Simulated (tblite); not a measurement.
Species: C₄H₇N₃Si.
Z-matrix (Å and degrees, GFN2-xTB geometry), rows numbered from 1:
```
C 
C   1  1.3234
N   2  1.3888  1  122.74
N   3  1.3345  2  122.15  1    -0.11
N   4  1.2758  3  108.87  2   179.99
C   5  1.3447  4  109.06  3    -0.05
C   3  1.3659  2  127.56  1   179.83
Si  7  1.8696  3  126.40  2     0.04
H   1  1.0740  2  121.12  3   179.99
H   1  1.0758  2  120.65  3    -0.00
H   2  1.0807  1  123.45  3  -179.98
H   6  1.0702  5  121.70  4  -179.98
H   8  1.4584  7  107.30  3  -179.89
H   8  1.4662  7  108.57  3   -59.49
H   8  1.4663  7  108.56  3    59.68
```

All values are computed: GFN2-xTB (tblite) harmonic vibrations without scaling, gas phase. This tight-binding method is rough: wavenumbers can miss measured ones by several per cent, in bad cases by 10 to 20. Modes of hydrogen on silicon can be 10 to 20 % off. One conformer, not necessarily the lowest.

Harmonic wavenumbers (cm⁻¹): 81.7, 110.4, 147.0, 151.7, 241.1, 241.3, 440.6, 495.1, 527.0, 565.3, 622.1, 671.9, 703.1, 714.9, 775.0, 789.1, 791.6, 832.5, 870.9, 949.9, 994.8, 1007.5, 1080.1, 1107.9, 1231.2, 1272.8, 1294.2, 1342.2, 1357.3, 1421.9, 1477.4, 1682.7, 2244.2, 2249.2, 2315.2, 3075.1, 3127.4, 3167.3, 3186.7.

A = 2427, B = 1621, C = 983.0 MHz; mass 125.041 u (most abundant isotopes); point group Cs, symmetry number 1.

Zero-point energy?

Half the sum of the wavenumbers: 22679 cm⁻¹ = 271.30 kJ/mol.

Entropy at 200 K, 1 bar (ideal gas, RRHO, classical rotation)?

Translation 160.78, rotation 115.56, vibration 55.84: S = 332.2 J/(mol K).

And Cp and H(200 K) − H(0)?

Cp = 101.85 J/(mol K), of which vibrations give 68.59 (their classical limit is 39 R = 324.3); H(200 K) − H(0) = 13.17 kJ/mol without the zero-point energy, 6.51 from vibrations.

Which modes carry the vibrational entropy at 200 K?

81.7 cm⁻¹: 12.85; 110.4 cm⁻¹: 10.45; 147.0 cm⁻¹: 8.23; 151.7 cm⁻¹: 7.99; 241.1 cm⁻¹: 4.71; 241.3 cm⁻¹: 4.70 J/(mol K); the other 33 give 6.92 together.

Blend soft modes into free rotors: weight 1/[1 + (100 cm⁻¹/ν̃)⁴] for the oscillator and the rest for a rotor with moment μB/(μ + B), μ = h/(8π²ν), B = 10⁻⁴⁴ kg m². What vibrational entropy results?

54.72 J/(mol K) in place of 55.84, which changes −T·S at 200 K by +0.22 kJ/mol.

Hindered rotation and anharmonicity are outside this model. Other conformers, if any are populated, would add a mixing term that is left out.

Run on one thread, Arm Neoverse V2 (shared host). The figure is for the frequency step alone.
